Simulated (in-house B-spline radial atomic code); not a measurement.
Values are calculated unless marked as measured or tabulated.
## Softness against transferability: the 3d channel of Ga

Ga, [Ar] 3d10 4s2 4p1, non-relativistic PBE, spherical and spin-unpolarised, from an all-electron radial atomic-structure program (B-spline basis) (atomic units). The all-electron 3d level is ε = -0.726692 hartree and its outer maximum at 0.53 bohr.

Troullier-Martins pseudo-orbitals are made for several radii. The cutoffs (hartree) are the plane-wave energies beyond which the orbital holds less than the named kinetic energy per electron. The phase error is the difference, pseudo minus all-electron, of arctan(R P'/P) at R = 2.53 bohr for all radii, half a hartree below and above the level.

```csv
r_c (bohr),V_l(0) (hartree),cutoff for 10 mEh,for 1 mEh,for 0.1 mEh,phase error at ε − 0.5 (mrad),at ε + 0.5 (mrad)
1.2,-32.34,72.5,86.6,149,+0.2,+2.2
1.39,-26.48,58.3,70.1,120,+0.5,+4.8
1.59,-22.01,47.6,57.5,96.9,+1.1,+9.6
1.8,-18.53,39.4,47.6,79.4,+2.3,+17.8
2.01,-15.90,33.3,40.1,66.4,+4.6,+30.0
2.23,-13.77,28.3,33.9,55.8,+9.1,+48.3
```

Which radius needs the lowest cutoff for 0.1 mEh while both phase errors stay within 17.9 mrad?

The radii within that limit are 1.2, 1.39, 1.59, 1.8 bohr; of these r_c = 1.8 needs the least, 79.4 hartree, that is 159 Ry or 2161 eV.

What does the larger radius buy, and what does it cost?

From r_c = 1.2 to 2.23 bohr the cutoff for 1 mEh goes from 86.6 to 33.9 hartree, a factor of 2.55, against 3.45 for a pure 1/r_c² scaling, end to end; step by step it is 86.6, 70.1, 57.5, 47.6, 40.1, 33.9, and for 0.1 mEh 149, 120, 96.9, 79.4, 66.4, 55.8; the number of plane waves goes as the cutoff to the power 3/2, here a factor of 4.1. The larger of the two phase errors is least at r_c = 1.2 bohr, 2.2 mrad; it is 2.2 at the smallest radius and 48.3 at the largest. These errors test the reference atom alone. Large radii also let the cores of neighbours overlap, which an atom doesn't show.
